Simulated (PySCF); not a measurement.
C2H4BFO2, SMILES FB1COCO1.

Geometry: PBE0-D3(BJ)/def2-SVP. The structure was generated by enumeration, and PubChem lists no compound with its InChIKey, so it may never have been made. One conformer was computed; it need not be the lowest.

Two levels are set side by side: TDA-PBE/def2-SVPD (PySCF) and TDA-PBE0/def2-SVPD (PySCF). Vertical, same geometry. The lowest singlet is HOMO→LUMO 97 % with PBE and HOMO→LUMO 54 %, HOMO→LUMO+1 45 % with the other functional; states are paired by order. Differences are taken from unrounded values.

```json
[
 {"quantity": "lowest singlet excitation (eV)", "TDA-PBE": "5.86"},
 {"quantity": "lowest triplet excitation (TDA) (eV)", "TDA-PBE": "5.61"}
]
```

**Question.** These are the TDA-PBE values. What does TDA-PBE0 give? (An estimate is asked for; the answer gives what the named calculation found.)

**Answer.** 
```json
[
 {"quantity": "lowest singlet excitation (eV)", "TDA-PBE0": "7.00", "TDA-PBE minus TDA-PBE0": "-1.14"},
 {"quantity": "lowest triplet excitation (TDA) (eV)", "TDA-PBE0": "6.64", "TDA-PBE minus TDA-PBE0": "-1.03"}
]
```

A lower first singlet is the usual sign of a functional without exact exchange. Differences between two approximate levels are no errors against the true value.

Rough cost on one machine, each run with all the roots and properties that it gave: TDA-PBE0 against TDA-PBE about 2 times.
